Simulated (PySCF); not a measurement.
## Telling isomers of C8H8O2 apart by NMR

PySCF calculation with NMR shieldings at PBE0/pcSseg-1/GIAO and GFN2-xTB geometry; a single conformation, relativity neglected, in vacuum, averaged over atoms made equivalent by symmetry, fast rotation or ring inversion.

Referencing at the same level of theory: 1H (31.72 ppm), 13C (186.93 ppm) against TMS. Where no couplings were computed, multiplicities follow the n + 1 count of equivalent neighbours, and m marks all less simple cases (inequivalent or close neighbours, rings, F or P nearby). Shifts are as computed. Against solution values, carbons near 30 ppm lie about +3 ppm off and those near 130 ppm about +5 ppm. Of 1211 compounds with measured shifts, 218 miss one by over three times the rms of a fit or turn the order of signals round; such compounds aren't used in these exercises.

(1) Tabulate the signals of `COC(=O)c1ccccc1`, `CC#CCC1=COC=CO1` and their relative energies.

(2) What is the quickest way to tell COC(=O)c1ccccc1 from CC#CCC1=COC=CO1?

Answers

(1) 
| SMILES | carbon types | δC | δH | E rel. (kcal/mol) |
| --- | --- | --- | --- | --- |
| COC(=O)c1ccccc1 | 2×C 5×CH 1×CH3 | 173.2, 138.9, 136.8, 134.8, 133.5, 54.0 | 8.54 (d, 2H), 7.81 (m, 1H), 7.75 (m, 2H), 4.13 (s, 3H) | 0.0 |
| CC#CCC1=COC=CO1 | 3×C 3×CH 1×CH2 1×CH3 | 142.2, 133.9, 133.5, 131.2, 87.5, 78.2, 22.8, 4.5 | 5.86 (s, 1H), 5.54 (m, 1H), 5.53 (m, 1H), 2.75 (s, 2H), 1.98 (s, 3H) | 96.3 |

Energies are electronic energies at PBE0/pcSseg-1 on these geometries, without zero-point or thermal terms, each for the one conformer computed, which needn't be the lowest.

(2) Count the carbon signals: 6 against 8. The first has a methyl carbon bonded to O (CH3) at 54.0 ppm, the second an allylic sp3 CH2 at 22.8 ppm. Their most deshielded carbons lie at 173.2 and 142.2 ppm. In the proton spectra the most deshielded non-exchanging signals are 8.54 (d, 2H) and 5.86 (s, 1H).
